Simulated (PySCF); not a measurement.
## Ionisation energy of Ge¹⁵⁺ by level of theory

Ge¹⁵⁺ [Ne] 3s2 3p5 (2P) → Ge¹⁶⁺ [Ne] 3s2 3p4 (3P), as a difference of total energies. Computed with PySCF 2.14 in an uncontracted even-tempered set (19 s from 1.1 bohr⁻², ratio 2.5; 12 p from 1.4 bohr⁻², ratio 2.5; 5 d from 8.6 bohr⁻², ratio 2.7; 4 f from 13 bohr⁻², ratio 2.7), with scalar relativity by spin-free X2C-1e. Correlated levels: outer shells: 1s2 frozen; virtual orbitals above 40 to 60 times the deepest correlated orbital energy dropped. The calculations carry no spin-orbit coupling.

```tsv
method	ionisation energy (eV)
UHF	567.27
MP2 (outer shells)	568.24
SCS-MP2 (outer shells)	568.18
CCSD (outer shells)	568.16
CCSD(T) (outer shells)	568.16
```

How much does correlation contribute at CCSD(T) (outer shells)?

568.16 − (567.27) = 0.89 eV, measured against UHF.

Spin-orbit coupling is strong in these open shells (close to jj coupling). The scalar numbers leave it out and a first-order estimate fails, so it can dominate the gap to the real levels.

Breit and QED terms and the two-electron picture change are absent.

For comparison: 567.3 ± 0.5 eV (semi-empirical (NIST evaluation); NIST Atomic Spectra Database, ionization energies).
